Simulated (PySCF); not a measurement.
PySCF job for C4H8O2, SMILES C[C@]1(O)C[C@@H]1O, ωB97X-D3(BJ)/def2-SVP. 

```python
import numpy as np
from pyscf import gto, scf, dft
from pyscf.geomopt import geometric_solver

mol = gto.M(
    atom='''
    C     1.33506241   -0.91045680    0.42238639
    C     0.42385501    0.00788053   -0.35797558
    O     0.64765807    0.02482607   -1.73772689
    C     0.00553021    1.32336920    0.23184677
    C    -0.99891242    0.20328882    0.10268913
    O    -1.43669109   -0.47618717    1.23541783
    H     1.04880676   -0.91245931    1.46902499
    H     1.25388635   -1.92817332    0.04226935
    H     2.36775018   -0.58130471    0.32585032
    H     0.51163650   -0.86389564   -2.08693960
    H     0.36917487    1.56197346    1.21927269
    H    -0.08800705    2.16410676   -0.43610777
    H    -1.75495441    0.31542398   -0.67278333
    H    -1.98924011    0.11072730    1.76420576
    ''',
    basis='def2-SVP',
    charge=0,
    spin=0,
    max_memory=1600,
    verbose=3,
)
mf = dft.RKS(mol, xc='wb97x-d3bj').density_fit(auxbasis='def2-universal-jkfit')
mf.grids.level = 3
mf.conv_tol = 1e-9
mf.max_cycle = 100
mf.kernel()
grad = mf.nuc_grad_method()
grad.grid_response = mol.nao <= 150
conv, mol_eq = geometric_solver.kernel(grad, convergence_set='GAU_TIGHT', maxsteps=100)
print(mol_eq.tostring(format='xyz'))
mf.reset(mol_eq)
mf.kernel()
```

Output:

```
converged SCF energy = -307.531418158507
[banner and settings of the optimiser left out]
Geometry optimization cycle 1
Cartesian coordinates (Angstrom)
 Atom        New coordinates             dX        dY        dZ
   C   1.335062  -0.910457   0.422386    0.000000  0.000000  0.000000
   C   0.423855   0.007881  -0.357976    0.000000  0.000000  0.000000
   O   0.647658   0.024826  -1.737727    0.000000  0.000000  0.000000
   C   0.005530   1.323369   0.231847    0.000000  0.000000  0.000000
   C  -0.998912   0.203289   0.102689    0.000000 -0.000000  0.000000
   O  -1.436691  -0.476187   1.235418    0.000000  0.000000  0.000000
   H   1.048807  -0.912459   1.469025    0.000000  0.000000  0.000000
   H   1.253886  -1.928173   0.042269    0.000000  0.000000 -0.000000
   H   2.367750  -0.581305   0.325850    0.000000  0.000000  0.000000
   H   0.511637  -0.863896  -2.086940    0.000000  0.000000  0.000000
   H   0.369175   1.561973   1.219273    0.000000  0.000000  0.000000
   H  -0.088007   2.164107  -0.436108    0.000000  0.000000  0.000000
   H  -1.754954   0.315424  -0.672783    0.000000  0.000000  0.000000
   H  -1.989240   0.110727   1.764206    0.000000  0.000000  0.000000

WARN: Mole.unit (angstrom) is changed to Bohr

converged SCF energy = -307.531418158511
--------------- DFRKS_Scanner gradients ---------------
         x                y                z
0 C     0.0064467569    -0.0079569342     0.0039649485
1 C     0.0049728912     0.0044007293    -0.0007921749
2 O    -0.0011778733    -0.0051984391     0.0018724763
3 C     0.0011278967     0.0081751858     0.0047379081
4 C    -0.0021514530    -0.0013777925    -0.0060056040
5 O    -0.0027409571     0.0044837914    -0.0030617838
6 H     0.0016252797     0.0014619165    -0.0088908720
7 H     0.0005720430     0.0088653946     0.0024669825
8 H    -0.0084691524    -0.0022763479     0.0008981595
9 H     0.0011550613     0.0006165519    -0.0025938273
10 H    -0.0037645014    -0.0010808816    -0.0105969351
11 H     0.0009308433    -0.0081011323     0.0081937871
12 H     0.0023078909    -0.0005534863     0.0078953509
13 H    -0.0008347072    -0.0014585518     0.0019115990
----------------------------------------------
cycle 1: E = -307.531418159  dE = -307.531  norm(grad) = 0.0309529
Step    0 : Gradient = 8.273e-03/1.156e-02 (rms/max) Energy = -307.5314181585
Hessian Eigenvalues: 2.30000e-02 2.30000e-02 2.30000e-02 ... 4.70500e-01 5.45148e-01 5.46110e-01

Geometry optimization cycle 2
Cartesian coordinates (Angstrom)
 Atom        New coordinates             dX        dY        dZ
   C   1.326796  -0.910431   0.426780   -0.008267  0.000026  0.004394
   C   0.417233   0.009266  -0.356379   -0.006622  0.001385  0.001596
   O   0.644250   0.042699  -1.734543   -0.003408  0.017872  0.003184
   C   0.003572   1.327093   0.226744   -0.001958  0.003723 -0.005103
   C  -0.999256   0.202485   0.102019   -0.000344 -0.000804 -0.000670
   O  -1.417558  -0.489564   1.236276    0.019133 -0.013376  0.000859
   H   1.043701  -0.924151   1.488138   -0.005106 -0.011692  0.019113
   H   1.245906  -1.941618   0.042733   -0.007980 -0.013444  0.000463
   H   2.373082  -0.580489   0.328506    0.005332  0.000816  0.002656
   H   0.488994  -0.848685  -2.068039   -0.022642  0.015211  0.018901
   H   0.372912   1.567754   1.229513    0.003737  0.005781  0.010240
   H  -0.087529   2.174351  -0.460278    0.000478  0.010245 -0.024170
   H  -1.749281   0.303413  -0.696067    0.005673 -0.012011 -0.023284
   H  -1.967270   0.106995   1.756023    0.021971 -0.003732 -0.008182
converged SCF energy = -307.532593363958
--------------- DFRKS_Scanner gradients ---------------
         x                y                z
0 C     0.0000575403    -0.0014068796     0.0004908687
1 C     0.0002068295     0.0008065587    -0.0020759235
2 O    -0.0006849056    -0.0002256305     0.0009037836
3 C    -0.0005036606    -0.0020684392    -0.0011126260
4 C     0.0012553026     0.0000676514     0.0004810131
5 O    -0.0004748766    -0.0002276000    -0.0002008259
6 H    -0.0002234266     0.0002830355     0.0006177072
7 H    -0.0001744131     0.0001905037    -0.0002878627
8 H     0.0000692273     0.0004843845     0.0000723718
9 H     0.0003654725     0.0004841613     0.0008864886
10 H     0.0005152403     0.0004260426     0.0003055736
11 H    -0.0001136934     0.0010413366    -0.0000141964
12 H    -0.0007097339     0.0002550663     0.0004438053
13 H     0.0004150883    -0.0001102096    -0.0005101619
----------------------------------------------
cycle 2: E = -307.532593364  dE = -0.00117521  norm(grad) = 0.00462283
Step    1 : Displace = 1.909e-02/3.315e-02 (rms/max) Trust = 1.000e-01 (=) Grad = 1.236e-03/2.402e-03 (rms/max) E (change) = -307.5325933640 (-1.175e-03) Quality = 0.968
Hessian Eigenvalues: 2.27759e-02 2.30000e-02 2.30093e-02 ... 4.70292e-01 5.45525e-01 5.47312e-01

Geometry optimization cycle 3
Cartesian coordinates (Angstrom)
 Atom        New coordinates             dX        dY        dZ
[...]
   C   0.422257   0.018135  -0.346930    0.000127  0.001284  0.000199
   O   0.653939   0.092922  -1.725684    0.000256  0.005855  0.000422
   C   0.014278   1.324969   0.268275    0.001518 -0.000396  0.004686
   C  -0.996178   0.211306   0.104730    0.000311  0.001186  0.000659
   O  -1.425133  -0.502308   1.221523   -0.000822 -0.002235 -0.002026
   H   1.060960  -0.961523   1.469195   -0.001241 -0.005999 -0.003269
   H   1.223627  -1.953472   0.004758   -0.002092 -0.000855 -0.006939
   H   2.376643  -0.618613   0.294949   -0.000664 -0.003106 -0.001702
   H   0.447817  -0.772954  -2.098684   -0.000950  0.007443 -0.002612
   H   0.367762   1.533032   1.282891    0.001681 -0.004377  0.005459
   H  -0.058108   2.185642  -0.402029    0.002495  0.001926  0.007554
   H  -1.734003   0.330460  -0.701809    0.000622  0.005108  0.000928
   H  -1.984390   0.080991   1.747073   -0.000208 -0.003430 -0.000061
converged SCF energy = -307.532667666891
--------------- DFRKS_Scanner gradients ---------------
         x                y                z
0 C    -0.0000055365     0.0000238869     0.0000134678
1 C     0.0000062374    -0.0000216716    -0.0000341297
2 O     0.0000016219     0.0000004496     0.0000134713
3 C    -0.0000046810    -0.0000237737     0.0000178133
4 C    -0.0000070465     0.0000448344    -0.0000200691
5 O     0.0000109035    -0.0000111119     0.0000149093
6 H    -0.0000011630    -0.0000061529    -0.0000049813
7 H     0.0000051099    -0.0000048802     0.0000008533
8 H     0.0000006485    -0.0000051967    -0.0000061200
9 H     0.0000007179     0.0000007572    -0.0000015678
10 H    -0.0000017135     0.0000095239    -0.0000032411
11 H     0.0000011046     0.0000016821     0.0000037472
12 H     0.0000003701    -0.0000096923     0.0000039918
13 H    -0.0000065672     0.0000013639     0.0000018611
----------------------------------------------
cycle 23: E = -307.532667667  dE = -5.86543e-08  norm(grad) = 8.32811e-05
Step   22 : Displace = 1.714e-04/3.550e-04 (rms/max) Trust = 3.000e-01 (=) Grad = 2.226e-05/4.962e-05 (rms/max) E (change) = -307.5326676669 (-5.865e-08) Quality = 1.270
Hessian Eigenvalues: 1.31042e-04 2.35659e-03 4.65605e-03 ... 4.91756e-01 5.51927e-01 5.63670e-01

Geometry optimization cycle 24
Cartesian coordinates (Angstrom)
 Atom        New coordinates             dX        dY        dZ
   C   1.326557  -0.929229   0.405458    0.000366  0.000762  0.001098
   C   0.422270   0.017720  -0.346903    0.000013 -0.000415  0.000027
   O   0.653856   0.090909  -1.725784   -0.000084 -0.002013 -0.000100
   C   0.013815   1.325144   0.266699   -0.000464  0.000175 -0.001576
   C  -0.996225   0.210849   0.104493   -0.000047 -0.000457 -0.000237
   O  -1.425041  -0.501552   1.222073    0.000092  0.000756  0.000550
   H   1.061346  -0.959575   1.470342    0.000386  0.001949  0.001147
   H   1.224309  -1.953185   0.007023    0.000682  0.000287  0.002265
   H   2.376890  -0.617563   0.295732    0.000248  0.001049  0.000783
   H   0.447989  -0.775495  -2.097696    0.000171 -0.002541  0.000989
   H   0.367255   1.534492   1.281068   -0.000507  0.001460 -0.001823
   H  -0.058919   2.184948  -0.404681   -0.000812 -0.000695 -0.002651
   H  -1.734042   0.328911  -0.702224   -0.000039 -0.001550 -0.000415
   H  -1.984389   0.082238   1.746969    0.000001  0.001248 -0.000104
converged SCF energy = -307.532667678773
--------------- DFRKS_Scanner gradients ---------------
         x                y                z
0 C     0.0000002618     0.0000005401     0.0000001724
1 C    -0.0000001207    -0.0000038624    -0.0000032167
2 O    -0.0000015161     0.0000004896     0.0000007985
3 C     0.0000002101    -0.0000006820     0.0000048785
4 C     0.0000000110     0.0000028255    -0.0000027655
5 O     0.0000043833     0.0000002043     0.0000023550
6 H    -0.0000000697    -0.0000000288    -0.0000002898
7 H     0.0000005761     0.0000002432    -0.0000004257
8 H     0.0000000062     0.0000003999    -0.0000003911
9 H     0.0000003986     0.0000004638     0.0000003541
10 H    -0.0000003665     0.0000015647    -0.0000001978
11 H    -0.0000001274    -0.0000012729    -0.0000018843
12 H    -0.0000010664     0.0000003099     0.0000014191
13 H    -0.0000025734    -0.0000011766    -0.0000008501
----------------------------------------------
cycle 24: E = -307.532667679  dE = -1.18819e-08  norm(grad) = 1.07167e-05
Step   23 : Displace = 6.968e-05/1.149e-04 (rms/max) Trust = 3.000e-01 (=) Grad = 2.864e-06/5.028e-06 (rms/max) E (change) = -307.5326676788 (-1.188e-08) Quality = 1.051
Hessian Eigenvalues: 1.49825e-04 2.35876e-03 4.65013e-03 ... 4.91903e-01 5.51615e-01 5.63889e-01

Geometry optimization cycle 25
Cartesian coordinates (Angstrom)
 Atom        New coordinates             dX        dY        dZ
   C   1.326379  -0.929608   0.405023   -0.000178 -0.000380 -0.000435
   C   0.422297   0.017908  -0.346872    0.000027  0.000188  0.000031
   O   0.653948   0.091768  -1.725711    0.000093  0.000859  0.000073
   C   0.014047   1.325082   0.267388    0.000232 -0.000062  0.000690
   C  -0.996184   0.211042   0.104553    0.000041  0.000192  0.000060
   O  -1.425202  -0.501863   1.221727   -0.000161 -0.000311 -0.000346
   H   1.061139  -0.960442   1.469887   -0.000207 -0.000868 -0.000455
   H   1.223932  -1.953336   0.006057   -0.000377 -0.000151 -0.000967
   H   2.376776  -0.618087   0.295491   -0.000115 -0.000523 -0.000241
   H   0.447905  -0.774398  -2.098081   -0.000084  0.001097 -0.000385
   H   0.367482   1.533819   1.281886    0.000227 -0.000673  0.000818
   H  -0.058511   2.185252  -0.403540    0.000408  0.000304  0.001140
   H  -1.733932   0.329682  -0.702144    0.000110  0.000771  0.000080
   H  -1.984405   0.081782   1.746936   -0.000016 -0.000456 -0.000033
converged SCF energy = -307.532667679763
--------------- DFRKS_Scanner gradients ---------------
         x                y                z
0 C     0.0000007215    -0.0000032121    -0.0000021593
1 C    -0.0000013907    -0.0000001662     0.0000036322
2 O    -0.0000014298     0.0000004669    -0.0000012441
3 C     0.0000020701     0.0000034592     0.0000014169
4 C     0.0000002296    -0.0000054708     0.0000005847
5 O     0.0000027575     0.0000018094     0.0000000867
6 H     0.0000003821     0.0000008723     0.0000001899
7 H    -0.0000001631     0.0000012300    -0.0000005374
8 H    -0.0000002838     0.0000012365     0.0000005854
9 H    -0.0000000802     0.0000004494     0.0000002217
10 H     0.0000001101    -0.0000002403     0.0000006746
11 H    -0.0000005071    -0.0000008823    -0.0000025880
12 H    -0.0000013870     0.0000021227     0.0000008972
13 H    -0.0000010394    -0.0000016774    -0.0000017702
----------------------------------------------
cycle 25: E = -307.53266768  dE = -9.90383e-10  norm(grad) = 1.10198e-05
Step   24 : Displace = 2.236e-05/3.715e-05 (rms/max) Trust = 3.000e-01 (=) Grad = 2.945e-06/5.507e-06 (rms/max) E (change) = -307.5326676798 (-9.904e-10) Quality = 0.987
Hessian Eigenvalues: 1.49825e-04 2.35876e-03 4.65013e-03 ... 4.91903e-01 5.51615e-01 5.63889e-01
Converged! =D

14
XYZ from PySCF
C           1.32637947       -0.92960839        0.40502338
C           0.42229741        0.01790808       -0.34687199
O           0.65394828        0.09176837       -1.72571128
C           0.01404711        1.32508185        0.26738835
C          -0.99618355        0.21104173        0.10455302
O          -1.42520190       -0.50186309        1.22172748
H           1.06113914       -0.96044230        1.46988732
H           1.22393186       -1.95333645        0.00605681
H           2.37677567       -0.61808675        0.29549109
H           0.44790501       -0.77439775       -2.09808063
H           0.36748247        1.53381885        1.28188599
H          -0.05851112        2.18525180       -0.40354038
H          -1.73393203        0.32968199       -0.70214404
H          -1.98440501        0.08178204        1.74693579
converged SCF energy = -307.53266767978
```

The calculation finished and met its thresholds.

Cost: roughly 6 core-minutes.
